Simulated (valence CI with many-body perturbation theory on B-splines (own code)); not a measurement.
## Se XX: magnetic and hyperfine properties of the levels

Computed by valence CI with perturbative core correlation (CI+MBPT): five valence electrons over a frozen Dirac-Fock core [Ne], a basis of 9 s, 9 p, 8 d, 6 f, 3 g, 1 h functions for each j, with the one-electron correlation potential Σ1 (screened to all orders), the two-electron term Σ2, the three-electron term Σ3, Breit, model QED; selected single and double excitations, second order for the rest (own B-spline code, finite nucleus).

No measured spectrum was set against this ion. As an estimate, levels of excited configurations hold to 0.05 to 0.15 % of their energy, terms of the ground configuration to about 0.5 %. Among the levels kept, up to 450 cm⁻¹ of a level comes from second order outside the variational space, and about a tenth of that is noise between levels of different J, which matters for small intervals.

A/g_I is the dipole constant over the nuclear g factor μ/I (μ in nuclear magnetons, uniformly magnetised nucleus), B/Q the quadrupole constant per barn. Both hold the static response of the core; the bare values leave it out. Large factors of s and p1/2 electrons are usually good to 5 to 10 %; those of open d and f shells near neutrality can be off by tens of per cent, and small factors of p3/2, d and f electrons come from cancelling terms and can be off by a factor of two or in sign, in half-filled shells by more. B is blank for J = 1/2, where it vanishes, and for nearly pure S terms. Energies count from the lowest level.

Names give the largest LS component (configuration and term), which can be under half, so a name can repeat, a term be missing and a line seem to break the LS rules; names also repeat where a configuration has a term twice. Letters in brackets count levels of one name in rising energy.

```tsv
Level	E (eV)	g	A/g_I (MHz)	A/g_I bare	B/Q (MHz/b)	B/Q bare
3s2 3p3 4S°_3/2	0.00	1.821	5540	6040	5670	5490
3s2 3p3 2D°_3/2	8.08	1.067	8330	8210	19900	19300
3s2 3p3 2D°_5/2	10.95	1.198	23900	23200	-131	-125
3s2 3p3 2P°_1/2	16.21	0.663	68000	65200		
3s2 3p3 2P°_3/2	21.74	1.243	13600	13400	-25700	-24900
3s 3p4 4P_5/2	56.81	1.573	50200	48700	17300	16700
3s 3p4 4P_3/2	61.70	1.682	35200	34500	-16800	-16300
3s 3p4 4P_1/2	63.05	2.608	115000	111000		
3s 3p4 2D_3/2	70.62	0.905	-5380	-4860	-25100	-24300
3s 3p4 2D_5/2	72.68	1.223	55500	53400	-39400	-38100
3s2 3p2 3d 2P_3/2 [a]	79.71	1.219	4280	4760	4620	4550
3s 3p4 2S_1/2	80.68	1.248	65500	63000		
3s2 3p2 3d 4F_3/2	82.09	0.548	6790	6710	420	656
3s2 3p2 3d 4F_5/2	84.00	1.105	3480	3790	8970	9030
3s2 3p2 3d 2F_5/2	86.89	0.947	18200	17800	-7250	-6860
3s2 3p2 3d 4D_1/2 [a]	87.28	0.939	95800	91800		
3s2 3p2 3d 4F_7/2	87.48	1.244	5510	5770	5130	5350
3s2 3p2 3d 2F_7/2 [a]	89.08	1.247	9020	9170	12200	12000
3s2 3p2 3d 4D_3/2	89.62	1.129	10400	10500	-9860	-9570
3s2 3p2 3d 4D_1/2 [b]	90.35	0.542	53800	51400		
3s2 3p2 3d 4F_9/2	90.49	1.299	10400	10500	-8990	-8260
3s2 3p2 3d 4D_5/2	91.83	1.214	11100	11100	-8330	-7960
3s2 3p2 3d 4D_7/2	96.55	1.228	9090	9190	11300	11100
3s 3p4 2P_3/2	99.04	1.240	-5230	-4410	7520	7360
3s2 3p2 3d 2G_7/2	99.63	0.979	12300	12100	29800	29300
3s2 3p2 3d 4P_5/2	100.56	1.534	5160	5660	1570	1550
3s2 3p2 3d 2G_9/2	101.83	1.143	9600	9580	41300	40400
3s2 3p2 3d 4P_3/2	101.92	1.533	9220	9620	-4300	-4290
3s2 3p2 3d 4P_1/2	102.60	2.211	49100	47900		
3s2 3p2 3d 2D_3/2 [a]	104.50	0.992	10900	10900	6430	6330
3s2 3p2 3d 2P_1/2 [a]	105.97	1.055	332	327		
3s2 3p2 3d 2D_5/2 [a]	108.17	1.190	12500	12400	-3050	-2790
3s2 3p2 3d 2D_3/2 [b]	110.41	0.906	10500	10300	-5140	-5090
3s2 3p2 3d 2D_5/2 [b]	111.42	1.075	4000	4210	17600	17400
3s2 3p2 3d 2P_1/2 [b]	111.58	0.882	-12100	-11400		
3s2 3p2 3d 2D_5/2 [c]	112.69	1.132	10900	10900	17300	16800
3s2 3p2 3d 2F_7/2 [b]	115.16	1.135	11600	11500	-4350	-3870
3s2 3p2 3d 2P_3/2 [b]	116.32	1.265	6000	6360	-7410	-7150
3s2 3p2 3d 2S_1/2	117.10	1.841	55300	53700		
3s2 3p2 3d 2D_3/2 [c]	121.27	0.829	7580	7650	8570	8490
```

Problem. Take the isotope of mass number 77, with I = 1/2, μ = 0.53356 μN. What is the hyperfine structure of 3s2 3p3 2P°_1/2?

Solution. From the table A = 72500 MHz. Shifts from the centre of gravity in MHz: F = 0: -54400, F = 1: 18100.
